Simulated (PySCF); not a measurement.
Compound: C₆H₁₂F₂.
Numbering: `[CH3:1][CH2:2][C@@H:3]([CH3:4])[CH2:5][CH:6]([F:7])[F:8]` (hydrogens: H9, H10, H11 on C1; H12, H13 on C2; H14 on C3; H15, H16, H17 on C4; H18, H19 on C5; H20 on C6)

Computed geometry: GFN2-xTB, gas phase.

What internal coordinates does the optimisation give?

```tsv
bond	length (Å)	order
C1–C2	1.525	single
C2–C3	1.535	single
C3–C4	1.527	single
C3–C5	1.535	single
C5–C6	1.518	single
C6–F7	1.357	single
C6–F8	1.359	single
C1–H9, C1–H10, C1–H11	1.087	single
C2–H12	1.092	single
C2–H13	1.092	single
C3–H14	1.095	single
C4–H15, C4–H16, C4–H17	1.087	single
C5–H18	1.093	single
C5–H19	1.091	single
C6–H20	1.100	single
```

Bonds in one row agree within 0.01 Å and their mean is given. Orders are formal, as drawn. A selection of angles:
```tsv
angle	degrees
C1–C2–C3	113.6
C2–C3–C4	111.3
C2–C3–C5	109.0
C4–C3–C5	111.0
C3–C5–C6	113.3
C5–C6–F7	111.0
C5–C6–F8	110.3
F7–C6–F8	105.9
```

Torsions: C1–C2–C3–C4 68° (synclinal); C2–C3–C5–C6 169° (antiperiplanar); C3–C5–C6–F7 -63° (synclinal).

Of the pairs four or more bonds apart, H10···H17 is among the closest relative to their van der Waals radii: 2.22 Å, 93 % of the sum of Bondi's values.

Point group: C1 (no symmetry element, even within 0.4 Å). Not checked by GFN2-xTB frequencies. The numbers are those of one conformer.
